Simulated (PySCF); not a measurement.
Molfile (atoms numbered from 1):
```
C4H4F2O
     RDKit          3D

 11 11  0  0  0  0  0  0  0  0999 V2000
    1.1321   -0.2906    1.7264 F   0  0  0  0  0  0  0  0  0  0  0  0
    0.1359   -0.4786    0.8110 C   0  0  2  0  0  0  0  0  0  0  0  0
    0.6134   -0.8844   -0.5465 C   0  0  0  0  0  0  0  0  0  0  0  0
    0.0555   -0.0565   -1.4306 C   0  0  0  0  0  0  0  0  0  0  0  0
   -0.7332    0.9133   -0.8899 O   0  0  0  0  0  0  0  0  0  0  0  0
   -0.5844    0.8621    0.5024 C   0  0  2  0  0  0  0  0  0  0  0  0
    0.1821    1.8987    0.9060 F   0  0  0  0  0  0  0  0  0  0  0  0
   -0.5710   -1.2132    1.2386 H   0  0  0  0  0  0  0  0  0  0  0  0
    1.2567   -1.7348   -0.7607 H   0  0  0  0  0  0  0  0  0  0  0  0
    0.1137   -0.0411   -2.5191 H   0  0  0  0  0  0  0  0  0  0  0  0
   -1.5786    0.9693    0.9615 H   0  0  0  0  0  0  0  0  0  0  0  0
  1  2  1  0
  2  3  1  0
  3  4  2  0
  4  5  1  0
  5  6  1  0
  6  7  1  0
  6  2  1  0
  2  8  1  1
  3  9  1  0
  4 10  1  0
  6 11  1  1
M  END
```

Geometry: PBE0-D3(BJ)/def2-SVP; GIAO shifts from PySCF 2.14, gas phase, non-relativistic, averaged over equivalent atoms.

At PBE/pcSseg-1 (139 basis functions, 20 s wall time on 1 thread of an Arm Neoverse V1, shared host):
| atoms | δ (ppm) |
| --- | --- |
| F7 | -178.2 |
| F1 | -250.8 |
| C4 | 154.0 |
| C6 | 112.5 |
| C3 | 104.0 |
| C2 | 97.4 |
| O5 | 199.0 |
| H10 | 6.38 |
| H11 | 5.77 |
| H8 | 5.73 |
| H9 | 5.24 |

δ = σ(ref) − σ, references computed at the same level: ¹⁹F (σ = 144.73 ppm) vs CFCl3; ¹³C (σ = 180.03 ppm), ¹H (σ = 31.20 ppm) against TMS; ¹⁷O (σ = 334.63 ppm) vs H2O.

Estimate the result of repeating the calculation with WP04/pcSseg-1.

Answers


```tsv
atoms	δ at WP04/pcSseg-1	change
F7	-156.0	+22.2
F1	-216.4	+34.4
C4	157.1	+3.1
C6	112.3	-0.2
C3	106.7	+2.7
C2	97.1	-0.3
O5	174.4	-24.6
H10	6.29	-0.09
H11	5.55	-0.22
H8	5.38	-0.35
H9	5.24	+0.00
```

δ = σ(ref) − σ, references computed at the same level: ¹⁹F (σref 176.96) vs CFCl3; ¹³C (σref 172.44), ¹H (σref 31.56) vs TMS; ¹⁷O (σref 317.54) against H2O.

The largest change is at F1 (fluorine on an sp3 carbon). Cost: 139 basis functions, 19 s wall time on 1 thread of an Arm Neoverse V1, shared host. The order of the carbon signals is the same at both levels.

Unscaled 19F shifts against computed CFCl3 carry errors that often reach 10 to 50 ppm. Experimental scales use liquid or dissolved standards, which lie at an offset from isolated H2O (liquid H2O: subtract about 36 ppm).
